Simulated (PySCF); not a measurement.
HfCl3, SMILES [Cl][Hf+]([Cl])[Cl], charge +1, multiplicity 1. The structure is a stationary point at PBE-D3(BJ)/def2-SVP. The spin state was assumed, not searched. The isomer is the one that the SMILES or the coordinates give; other isomers of the formula were not compared. The def2 effective core potentials stand for the cores of Hf; spin–orbit coupling is left out.

These are PySCF with PBE-D3(BJ)/def2-SVP values and carry that method's errors.

Harmonic wavenumbers (cm⁻¹): 95, 112, 112, 418, 424, 424. Rotational constants (GHz): 1.769, 1.769, 1.078; symmetry number 3.

Q: Work out the zero-point energy and the ideal-gas rigid-rotor harmonic-oscillator thermochemistry at 298.15 K and 1 atm.

A: ZPE = ½ Σ hcν = ½ × 1585 cm⁻¹ = 9.48 kJ/mol. H − E(el) = 27.36 kJ/mol. Entropy in J/(mol K): translation 179.23, rotation 111.97, vibration 53.03, total 344.24. G − E(el) = -75.27 kJ/mol. Cp = 75.51 J/(mol K). Modes under 150 cm⁻¹ make the vibrational entropy uncertain.
